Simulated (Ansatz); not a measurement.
## Pulling the pair apart

The pair of Ag⁺ (SMILES [Ag+], atom 1) and CH$_{3}$F (SMILES CF, atoms 2–6), both closed shells, in one local arrangement (a lower one may exist), relaxed at PBE0-D4/def2-TZVP:

```json
{"atom": "Ag1", "x (Å)": "0.5030", "y (Å)": "-0.6789", "z (Å)": "-2.7605"}
{"atom": "C2", "x (Å)": "-0.1202", "y (Å)": "0.1940", "z (Å)": "0.6271"}
{"atom": "F3", "x (Å)": "0.1678", "y (Å)": "-0.6215", "z (Å)": "-0.5126"}
{"atom": "H4", "x (Å)": "-1.0755", "y (Å)": "0.6802", "z (Å)": "0.4443"}
{"atom": "H5", "x (Å)": "0.6926", "y (Å)": "0.9096", "z (Å)": "0.7261"}
{"atom": "H6", "x (Å)": "-0.1677", "y (Å)": "-0.4834", "z (Å)": "1.4757"}
```

CH$_{3}$F is shifted rigidly along the line between the mean atom positions of the two fragments (negative: closer). Counterpoise interaction energies in kcal/mol. Computed with Ansatz 0.2.0 (basis: def2-TZVPPD); correlated methods freeze the cores. Filled d shells of the heavier atoms are correlated. Core potentials replace the inner electrons of the atoms past krypton.

```tsv
shift (Å)	r2SCAN-D4	HF	PBE-D4
-0.23	-22.65	-12.83	-20.51
-0.11	-24.63	-16.72	-22.86
0.00	-24.73	-18.33	-23.32
0.11	-23.79	-18.64	-22.73
0.27	-21.66	-17.94	-20.98
0.57	-17.25	-15.45	-17.06
1.14	-10.99	-11.00	-11.15
2.27	-5.61	-6.23	-5.77
```

(1) What does CCSD(T) give at these shifts? (An estimate is asked for; the value comes from the calculation.)

T1 diagnostic: at most 0.011.

Results:

(1) By the calculation: -16.98, -19.76, -20.54, -20.21, -18.83, -15.54, -10.49, -5.70 kcal/mol. For zero shift, CCSD(T) at an estimated basis limit (MP2 extrapolated from triple and quadruple zeta, plus CCSD(T) − MP2 in triple zeta) gives -22.56 kcal/mol. These are counterpoise interaction energies, counted from the two frozen fragments.

For scale, one of the runs: CCSD(T)/def2-TZVPPD, 184 basis functions, launched by `ansatz run in.yaml --threads 4 --pin off --events-out ev --progress --plain --max-ram 9574MiB`. Time: 67 s of wall clock on 4 CPU threads of an Arm Neoverse V2; the host was shared. Peak host memory: 2.3 GiB.
